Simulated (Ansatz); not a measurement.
Ansatz (a program for electronic structure) input:

Ansatz 0.2 input:
```yaml
crystal:
  periodic: [false, false, false]
  atoms:
    - {symbol: Al, position_ang: [-0.08487950, -0.01304734, 0.03990889]}
    - {symbol: H, position_ang: [1.05809656, -0.36792410, 1.15641379]}
    - {symbol: H, position_ang: [0.01896754, 1.55260936, -0.42576253]}
    - {symbol: H, position_ang: [0.02636943, -1.01506980, -1.24946679]}
basis:
  gaussian:
    orbitals: def2-TZVPD
hamiltonian:
  xc: {name: wB97M-V}
total_charge: -1
magnetization: {spin_polarized: true, initial_magnetization: 1}
output: {forces: true}
```

**Question.** What final total energy does it print?

**Answer.** -244.17360 Eh (wB97M-V/def2-TZVPD). The basis has 70 functions.
